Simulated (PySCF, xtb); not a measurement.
B3H3O3, SMILES B1OBOBO1 (connectivity only; charge and spin as stated), charge +1, multiplicity 2.

Harmonic wavenumbers (cm⁻¹) from GFN2-xTB in xtb 6.7.1 at its own minimum, in rising order: 71, 271, 291, 436, 538, 704, 728, 738, 750, 783, 867, 918, 948, 957, 1053, 1100, 1182, 1245, 2354, 2491, 2643.

Question: What does B3LYP-D3(BJ)/def2-SVP in PySCF give at its own minimum? (The exact figures need the calculation; the answer reports its results.)

Answer: 189, 265, 283, 325, 483, 654, 790, 822, 830, 849, 891, 896, 909, 996, 1064, 1169, 1254, 1312, 2407, 2489, 2823. Paired by order, the mean absolute difference is 58 cm⁻¹ and the zero-point energies are 30.1 and 31.0 kcal/mol.
